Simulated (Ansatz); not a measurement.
C2H10NPSi (`C[SiH](C)NP`) at its PBE0-D4/def2-TZVP geometry, where that method's forces vanish. Total charge 0; spin multiplicity 1.

```
atom    x (Å)    y (Å)    z (Å)
  C1   0.1856   1.6913   0.0566
 Si2   0.4687  -0.1510   0.1047
  C3   0.6638  -0.7780   1.8519
  N4  -0.8729  -0.9913  -0.6092
  P5  -1.4606  -0.8617  -2.2010
  H6   1.0486   2.2200   0.4709
  H7   0.0432   2.0437  -0.9676
  H8  -0.6983   1.9683   0.6369
  H9   1.7060  -0.4458  -0.6792
 H10   0.8387  -1.8567   1.8709
 H11   1.5158  -0.2964   2.3386
 H12  -0.2271  -0.5637   2.4482
 H13  -1.2751  -1.7666  -0.1079
 H14  -1.6975   0.5410  -2.2838
 H15  -0.2388  -0.7532  -2.9299
```

Q: For each bond, give half the difference of the two atoms' forces along it (eV/Å; positive pushes the atoms apart) under PBE-D4, r2SCAN-D4, B3LYP-D4, ωB97M-V in def2-TZVPP. (Best estimate.)

A: Ansatz gave: 
| bond | length (Å) | PBE-D4 | r2SCAN-D4 | B3LYP-D4 | ωB97M-V |
| --- | --- | --- | --- | --- | --- |
| C1–Si2 | 1.865 | -0.04 | -0.01 | 0.08 | 0.03 |
| C1–H6 | 1.094 | 0.11 | -0.01 | -0.04 | -0.04 |
| C1–H7 | 1.093 | 0.11 | -0.01 | -0.05 | -0.04 |
| C1–H8 | 1.093 | 0.11 | 0.00 | -0.04 | -0.04 |
| Si2–C3 | 1.867 | -0.03 | -0.01 | 0.06 | 0.02 |
| Si2–N4 | 1.737 | 0.04 | 0.00 | 0.02 | 0.04 |
| Si2–H9 | 1.494 | 0.04 | -0.03 | -0.13 | -0.14 |
| C3–H10 | 1.093 | 0.11 | -0.01 | -0.04 | -0.04 |
| C3–H11 | 1.093 | 0.11 | -0.01 | -0.05 | -0.04 |
| C3–H12 | 1.093 | 0.11 | 0.00 | -0.04 | -0.04 |
| N4–P5 | 1.702 | 0.22 | 0.14 | 0.19 | 0.13 |
| N4–H13 | 1.007 | 0.18 | -0.02 | -0.06 | -0.05 |
| P5–H14 | 1.425 | 0.20 | 0.01 | -0.06 | -0.13 |
| P5–H15 | 1.427 | 0.21 | 0.01 | -0.05 | -0.13 |

B3LYP here is the variant with VWN-RPA as its local correlation; programs differ in this.
